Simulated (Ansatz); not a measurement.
CuO2⁻. Total charge -1; singlet. Geometry r2SCAN-D4/def2-TZVPD.

```tsv
atom	x (Å)	y (Å)	z (Å)
Cu1	0.6381	-0.6203	1.1684
O2	-0.1350	0.3862	-1.2316
O3	-0.5031	0.2341	0.0632
```

The structure holds 1 bond(s) between oxygen atoms. The restricted singlet is unstable towards broken spin symmetry at other levels; at PBE-D4/def2-TZVPD, revPBE-D4/def2-TZVPD, r2SCAN-D4/def2-TZVPD, PBE0-D4/def2-TZVPD this wasn't settled. At PBE-D4/def2-TZVPD, revPBE-D4/def2-TZVPD, r2SCAN-D4/def2-TZVPD, PBE0-D4/def2-TZVPD the highest occupied level of the charge -1 singlet lies above zero (up to 1.62 eV). The electron is either unbound and held by the finite basis, or the level is raised by self-interaction error. At PBE-D4/def2-TZVPD an occupied level lies above an empty one. Another isomer (triplet) lies 1.92 eV lower at PBE0-D4/def2-TZVPD; other spin states weren't run for this one.

(1) Estimate the orbital energies around the gap (eV) in Ansatz with PBE-D4/def2-TZVPD, revPBE-D4/def2-TZVPD, r2SCAN-D4/def2-TZVPD, PBE0-D4/def2-TZVPD.

Answers

(1) 
```json
{"orbital": "HOMO−9", "PBE-D4/def2-TZVPD": "-5.52", "revPBE-D4/def2-TZVPD": "-5.44", "r2SCAN-D4/def2-TZVPD": "-5.82", "PBE0-D4/def2-TZVPD": "-6.74"}
{"orbital": "HOMO−8", "PBE-D4/def2-TZVPD": "-4.47", "revPBE-D4/def2-TZVPD": "-4.39", "r2SCAN-D4/def2-TZVPD": "-4.78", "PBE0-D4/def2-TZVPD": "-5.76"}
{"orbital": "HOMO−7", "PBE-D4/def2-TZVPD": "-3.73", "revPBE-D4/def2-TZVPD": "-3.66", "r2SCAN-D4/def2-TZVPD": "-4.15", "PBE0-D4/def2-TZVPD": "-5.42"}
{"orbital": "HOMO−6", "PBE-D4/def2-TZVPD": "-1.03", "revPBE-D4/def2-TZVPD": "-0.95", "r2SCAN-D4/def2-TZVPD": "-1.20", "PBE0-D4/def2-TZVPD": "-2.92"}
{"orbital": "HOMO−5", "PBE-D4/def2-TZVPD": "-0.92", "revPBE-D4/def2-TZVPD": "-0.85", "r2SCAN-D4/def2-TZVPD": "-1.18", "PBE0-D4/def2-TZVPD": "-2.90"}
{"orbital": "HOMO−4", "PBE-D4/def2-TZVPD": "-0.88", "revPBE-D4/def2-TZVPD": "-0.81", "r2SCAN-D4/def2-TZVPD": "-1.16", "PBE0-D4/def2-TZVPD": "-2.87"}
{"orbital": "HOMO−3", "PBE-D4/def2-TZVPD": "-0.76", "revPBE-D4/def2-TZVPD": "-0.69", "r2SCAN-D4/def2-TZVPD": "-1.00", "PBE0-D4/def2-TZVPD": "-2.85"}
{"orbital": "HOMO−2", "PBE-D4/def2-TZVPD": "-0.74", "revPBE-D4/def2-TZVPD": "-0.67", "r2SCAN-D4/def2-TZVPD": "-0.97", "PBE0-D4/def2-TZVPD": "-2.40"}
{"orbital": "HOMO−1", "PBE-D4/def2-TZVPD": "0.66", "revPBE-D4/def2-TZVPD": "0.73", "r2SCAN-D4/def2-TZVPD": "0.53", "PBE0-D4/def2-TZVPD": "0.15"}
{"orbital": "HOMO", "PBE-D4/def2-TZVPD": "1.56", "revPBE-D4/def2-TZVPD": "1.62", "r2SCAN-D4/def2-TZVPD": "1.32", "PBE0-D4/def2-TZVPD": "0.22"}
{"orbital": "LUMO", "PBE-D4/def2-TZVPD": "1.55", "revPBE-D4/def2-TZVPD": "1.63", "r2SCAN-D4/def2-TZVPD": "1.53", "PBE0-D4/def2-TZVPD": "2.21"}
{"orbital": "LUMO+1", "PBE-D4/def2-TZVPD": "3.41", "revPBE-D4/def2-TZVPD": "3.43", "r2SCAN-D4/def2-TZVPD": "3.79", "PBE0-D4/def2-TZVPD": "3.86"}
{"orbital": "LUMO+2", "PBE-D4/def2-TZVPD": "3.57", "revPBE-D4/def2-TZVPD": "3.59", "r2SCAN-D4/def2-TZVPD": "3.91", "PBE0-D4/def2-TZVPD": "4.00"}
{"orbital": "LUMO+3", "PBE-D4/def2-TZVPD": "4.07", "revPBE-D4/def2-TZVPD": "4.02", "r2SCAN-D4/def2-TZVPD": "4.70", "PBE0-D4/def2-TZVPD": "4.55"}
{"orbital": "LUMO+4", "PBE-D4/def2-TZVPD": "4.75", "revPBE-D4/def2-TZVPD": "4.70", "r2SCAN-D4/def2-TZVPD": "5.34", "PBE0-D4/def2-TZVPD": "5.31"}
{"orbital": "LUMO+5", "PBE-D4/def2-TZVPD": "5.71", "revPBE-D4/def2-TZVPD": "5.67", "r2SCAN-D4/def2-TZVPD": "6.33", "PBE0-D4/def2-TZVPD": "6.37"}
```
